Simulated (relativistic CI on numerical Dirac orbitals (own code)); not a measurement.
# Electric-dipole transitions in Cl VI

Method of calculation: Dirac-Coulomb-Breit CI, separate exchange-only KLI orbitals for each configuration, model QED, valence Slater integrals scaled by 0.85, P86 correlation energy added to each configuration (own radial code, finite nucleus).

Configurations in the expansion (outside the closed core [Ne]): 3s², 3s3p, 3p², 3s3d, 3d², 3p3d, 3p4s, 3s4s, 3s4p, 3s4d, 3d4s, 3s4f, 3s5s, 3s5p, 3s5d, 4s², 3s5f, 3s5g, 3s6s, 3s6p, 3s6d. Levels of other configurations are missing.

| λ vac (nm) | Lower | Upper | A (s⁻¹) | log gf | S velocity/length |
| --- | --- | --- | --- | --- | --- |
| 39.495 | 3s3d ³D1 [11] | 3s4f ³F°2 [37] | 2.41e+10 | 0.45 | 0.88 |
| 39.496 | 3s3d ³D2 [12] | 3s4f ³F°3 [38] | 2.55e+10 | 0.62 | 0.88 |
| 39.498 | 3s3d ³D3 [13] | 3s4f ³F°4 [39] | 2.87e+10 | 0.78 | 0.88 |
| 45.597 | 3s3d ¹D2 [14] | 3s4f ¹F°3 [43] | 2.48e+10 | 0.73 | 0.86 |
| 47.710 | 3p² ¹D2 [6] | 3p3d ¹F°3 [27] | 1.21e+10 | 0.46 | 0.91 |
| 54.716 | 3s3p ³P°1 [3] | 3s3d ³D2 [12] | 6.51e+09 | 0.16 | 0.97 |
| 55.054 | 3s3p ³P°2 [4] | 3s3d ³D3 [13] | 8.54e+09 | 0.43 | 0.97 |
| 56.898 | 3s3p ¹P°1 [5] | 3s3d ¹D2 [14] | 1.57e+10 | 0.58 | 0.92 |
| 57.095 | 3p² ³P2 [9] | 3p3d ³D°3 [25] | 1.17e+10 | 0.60 | 0.99 |
| 62.463 | 3p² ¹D2 [6] | 3p3d ¹D°2 [18] | 6.26e+09 | 0.26 | 0.99 |
| 64.340 | 3p3d ³D°3 [25] | 3d² ³F4 [48] | 7.91e+09 | 0.65 | 1.12 |
| 68.902 | 3s² ¹S0 [1] | 3s3p ¹P°1 [5] | 6.19e+09 | 0.12 | 1.00 |
| 70.407 | 3p3d ¹F°3 [27] | 3d² ¹G4 [54] | 8.68e+09 | 0.76 | 1.35 |
| 72.607 | 3s3p ³P°2 [4] | 3p² ³P2 [9] | 4.27e+09 | 0.23 | 0.94 |
| 84.245 | 3s3d ¹D2 [14] | 3p3d ¹F°3 [27] | 3.32e+09 | 0.39 | 1.16 |
| 109.64 | 3s4f ³F°2 [37] | 3s5g ³G3 [67] | 5.17e+09 | 0.81 | 1.01 |
| 109.64 | 3s4f ³F°3 [38] | 3s5g ³G4 [68] | 5.28e+09 | 0.93 | 1.01 |
| 109.65 | 3s4f ³F°4 [39] | 3s5g ³G5 [69] | 5.63e+09 | 1.05 | 1.01 |
| 118.04 | 3s4f ¹F°3 [43] | 3s5g ¹G4 [70] | 5.13e+09 | 0.98 | 1.01 |
| 173.28 | 3s4p ³P°2 [31] | 3s4d ³D3 [35] | 1.37e+09 | 0.63 | 0.94 |

Terms are leading LS components. Brackets give the number of a level in order of energy, since labels repeat. The list gives strong lines, with weight on those to low levels, among the lowest 85 of 86 levels, so that lines to higher ones, which can be the strongest, are missing. Levels whose partners in the same complex of configurations lie outside the list can be far off, and so can their lines. Rates are taken at the computed energies, electric ones in the length gauge. A velocity-to-length ratio far from 1 marks an uncertain rate.

At this charge configurations can still be misplaced by up to about 7 % of their energy.

Question: From the table, what is the radiative lifetime of 3p3d ¹F°3?

Answer: The listed rates from this level add up to about 1.54e+10 s⁻¹, 99 % of its decay; with all channels τ = 6.42e-11 s.
